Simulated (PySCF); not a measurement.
Name the molecule from its bond curve

A diatomic of charge 0 contains F. Its singlet curve at PBE0 in a triple-zeta basis (scalar-relativistic core potentials, PySCF), in eV from the separated fragments:

(R (Å), E (eV)): (1.539, -4.899), (1.611, -5.481), (1.683, -5.791), (1.736, -5.897), (1.790, -5.924), (1.844, -5.892), (1.915, -5.782), (2.005, -5.572), (2.112, -5.260), (2.255, -4.797)

The fit gives ωe = 620 cm⁻¹ and the rotational constant Bₑ = 0.3552 cm⁻¹.

Task: Which atom is the partner?

Result: The minimum lies at 1.785 Å, so the reduced mass is 16.8576 u Å² cm⁻¹/(Bₑ·Re²) = 14.90 u. With F at 19.00 u the partner weighs about 69.0 u: Ga. The molecule is GaF.
